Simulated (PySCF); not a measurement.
**Indirect couplings**

Bonds (- single, = double, # triple, : aromatic): C1#C2 1.216 Å, C2-Ge3 1.892 Å, Ge3-Br4 2.306 Å. C1 carries H5; Ge3 carries H6, H7.

Method: B3LYP/pcJ-1 (pcSseg-1 on Br, pcSseg-1 on Ge)//PBE0-D3(BJ)/def2-SVP, PySCF; isolated molecule, single conformer, non-relativistic. Couplings are averaged over pairs made equivalent by symmetry, fast rotation or ring inversion, so a value needn't be that of the named pair in this geometry, while other rotamers aren't included; one pair stands for each set, and the list holds those of at least 1.5 Hz over up to four bonds.

Isotopes: $^{13}$C, $^{1}$H.

```
  pair  bonds  J (Hz)
C1, C2      1   178.3
C1, H5      1   267.1
C2, H5      2    47.1
C2, H6      2    18.5
H6, H7      2       ?
C1, H6      3     5.7
H5, H6      4       ?
```

Estimate the withheld couplings, with signs.

## Answers


- $^{2}J$(H6,H7) = 31.4 Hz (angle at Ge3 113°)
- $^{4}J$(H5,H6) = -1.7 Hz

Relativistic effects of the heavier atoms present are left out.
